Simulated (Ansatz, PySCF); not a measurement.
B2Cl4, SMILES ClB(B(Cl)Cl)Cl (connectivity only; charge and spin as stated), charge +1, multiplicity 2. Atoms are numbered in the order given.

```xyz
6

Cl     1.1065    -1.1065    -1.5626
B      0.0000     0.0000    -0.9326
Cl    -1.1065     1.1065    -1.5626
B      0.0000     0.0000     0.9326
Cl     1.1065     1.1065     1.5626
Cl    -1.1065    -1.1065     1.5626
```
Charge +1, spin multiplicity 2.

The structure is a stationary point at PBE0-D3(BJ)/def2-SVP. The multiplicity is an assumed one; no other spin state was optimised. One conformer was computed; it need not be the lowest.

Two levels are set side by side: PBE-D3(BJ)/def2-SVP (Ansatz, a quantum-chemistry and plane-wave program) and PBE0-D3(BJ)/def2-SVP (Ansatz). Each level has its own optimised geometry; the coordinates shown are those of the second. Frequencies come from the Hessian of PySCF at each geometry. Differences are taken from unrounded values.

```json
[
 {"quantity": "mean bond length (Å)", "PBE0-D3(BJ)": "1.723", "PBE-D3(BJ)": "1.730", "PBE-D3(BJ) minus PBE0-D3(BJ)": "0.007"},
 {"quantity": "bond Cl1–B2 (Å)", "PBE0-D3(BJ)": "1.687", "PBE-D3(BJ)": "1.703", "PBE-D3(BJ) minus PBE0-D3(BJ)": "0.016"},
 {"quantity": "bond B2–Cl3 (Å)", "PBE0-D3(BJ)": "1.687", "PBE-D3(BJ)": "1.703", "PBE-D3(BJ) minus PBE0-D3(BJ)": "0.016"},
 {"quantity": "bond B2–B4 (Å)", "PBE0-D3(BJ)": "1.865", "PBE-D3(BJ)": "1.838", "PBE-D3(BJ) minus PBE0-D3(BJ)": "-0.027"},
 {"quantity": "bond B4–Cl5 (Å)", "PBE0-D3(BJ)": "1.687", "PBE-D3(BJ)": "1.703", "PBE-D3(BJ) minus PBE0-D3(BJ)": "0.016"},
 {"quantity": "bond B4–Cl6 (Å)", "PBE0-D3(BJ)": "1.687", "PBE-D3(BJ)": "1.703", "PBE-D3(BJ) minus PBE0-D3(BJ)": "0.016"},
 {"quantity": "highest harmonic wavenumber (cm⁻¹)", "PBE0-D3(BJ)": "1155", "PBE-D3(BJ)": "1095", "PBE-D3(BJ) minus PBE0-D3(BJ)": "-60"},
 {"quantity": "mean harmonic wavenumber (cm⁻¹)", "PBE0-D3(BJ)": "473", "PBE-D3(BJ)": "459", "PBE-D3(BJ) minus PBE0-D3(BJ)": "-14"},
 {"quantity": "zero-point energy (kcal/mol)", "PBE0-D3(BJ)": "8.11", "PBE-D3(BJ)": "7.87", "PBE-D3(BJ) minus PBE0-D3(BJ)": "-0.24"}
]
```

Exact exchange shortens and stiffens bonds; PBE has none. Differences between two approximate levels are no errors against the true value.
